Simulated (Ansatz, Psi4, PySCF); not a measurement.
Molecule: CH9Si3 (charge 0, doublet). SMILES: C[Si]([SiH3])[SiH3]
Geometry from a B3LYP-D3(BJ)/def2-TZVP (Ansatz, a program for electronic structure) optimisation:
```
Si
C 1 1.8931
H 2 1.0910 1 110.92
H 2 1.0910 3 108.32 1 -121.96
H 2 1.0934 3 108.02 4 -116.77
Si 1 2.3331 2 113.33 3 53.55
H 6 1.4829 1 109.44 2 -178.91
H 6 1.4847 7 108.80 1 -120.44
H 6 1.4880 7 108.25 8 -116.68
Si 1 2.3331 2 113.33 3 -173.97
H 10 1.4829 1 109.44 2 178.91
H 10 1.4847 11 108.80 1 120.44
H 10 1.4880 11 108.25 12 116.68
```
Charge 0, spin multiplicity 2.

Property: size of the dipole moment, in D. Conventions: UHF or UKS for open shells; non-relativistic; no dispersion term unless named; 6-311+G** with 5d, 6d on Na to Ar in Ansatz; no spin-orbit coupling; six Cartesian d functions in 6-31G* and its kin unless marked 5d. First-principles rows: single points at B3LYP-D3(BJ) geometries (Ansatz).

```tsv
level	program	size of the dipole moment (D)
SVWN5/6-31G*	Ansatz	1.23
PBE/6-31G*	Ansatz	1.18
B3LYP/3-21G	Ansatz	1.03
B3LYP/6-31G	Ansatz	1.02
B3LYP/6-31G*	Ansatz	1.10
M06-2X/6-311+G**	PySCF	0.88
wB97X-D/6-31G*	Psi4	1.06
```

No value to compare with is used here. The 7 habitual levels span 0.88 (M06-2X/6-311+G**) to 1.23 D (SVWN5/6-31G*).

The levels are drawn from those run, B3LYP/6-31G* more often than the rest, none by its result; left out are runs that failed, that the program found above a lower state of the same kind, or whose <S^2> lies over 0.5 above the pure value.
